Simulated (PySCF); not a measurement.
Input of a run (PBE0-D3(BJ)/def2-SVP geometry optimisation, gas phase (PySCF 2.14.0)), started from GFN2-xTB:
```
{"job": {"xc": "PBE0", "basis": "def2-SVP", "d3": "d3bj", "grid": 1, "shake": 0.01, "kind": "geom"}, "charge": 0, "multiplicity": 1}
C     -2.253510     0.179530     0.193620
C     -0.857200     0.061260    -0.007840
C      0.315170    -0.053670    -0.197710
Ge     2.242270    -0.219800    -0.369340
Br     3.113150    -0.017610     1.700760
H     -2.471770     0.712550     1.133970
H     -2.695250     0.790710    -0.620410
H     -2.728850    -0.771980     0.200850
H      2.596470    -1.579930    -0.855480
H      2.789950     0.878010    -1.199480
```

Output (energies in Eh, forces in Eh/bohr):
```
step   0  E = -4767.10634773  max force = 0.073927
step   1  E = -4767.11263416  max force = 0.007618
step   2  E = -4767.11335581  max force = 0.003355
step   3  E = -4767.11344161  max force = 0.002101
step   4  E = -4767.11349490  max force = 0.000945
step   5  E = -4767.11352546  max force = 0.001265
step   6  E = -4767.11353137  max force = 0.000844
step   7  E = -4767.11352454  max force = 0.000803
step   8  E = -4767.11352392  max force = 0.000556
step   9  E = -4767.11352943  max force = 0.000474
step  10  E = -4767.11353580  max force = 0.000392
optimisation converged
```

Q: Summarise the run.

A: The energy falls by 4.5 kcal/mol over 11 energy and gradient evaluations, the largest force component goes from 0.0739 to 3.9e-04 Eh/bohr, and the atoms move by 0.041 Å rms after alignment. Among the bonds, C3–Ge4 and Ge4–Br5 change most and about equally (-0.060 to +0.059 Å). Bonds longer at the end by more than 0.005 Å: 6 of 9; shorter: 2. The energy rose by more than 1e-6 Eh at step 7. The first step brought 87 % of the lowering.

Q: What are the final bond lengths?

A: C1–C2 1.450 Å, C2≡C3 1.218 Å, C3–Ge4 1.882 Å, Ge4–Br5 2.314 Å, C1–H6 1.101 Å, C1–H7 1.101 Å, C1–H8 1.101 Å, Ge4–H9 1.532 Å, Ge4–H10 1.533 Å. Numbering counts from 1 in the input's order; the species is `CC#[C][GeH2][Br]`.

The run used 131 basis functions and 67 SCF cycles in all. The run took 99 s on Arm Neoverse V1, one thread, shared host, and the process peaked at 0.54 GiB of memory.

Stationary, but not proved a minimum.
